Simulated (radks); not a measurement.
Q: Coulomb parameter of the 4f shell of the ytterbium ion Yb+ in the model configuration [Xe] 4f13 5d1 6s1, as a second difference U = [E(n + 0.5) + E(n - 0.5) - 2 E(n)] / (0.5)^2 with all orbitals relaxed. "Bare": the charge of the atom changes with n. "Screened": the 5d shell takes up the change at fixed total charge, which measures U(4f,4f) + U(5d,5d) - 2 U(4f,5d). All-electron calculation, scalar-relativistic Kohn-Sham, PBE, spin-unpolarised, spherical densities, finite nucleus; Fermi nuclear charge, rms radius 5.3108 fm. Program: a radial shooting solver on a logarithmic mesh with Libxc functionals. Estimate both.

A: U(bare) = 16.213 eV, U(screened by 5d) = 5.480 eV, against the Slater integral F0(4f,4f) = 34.554 eV with frozen orbitals.
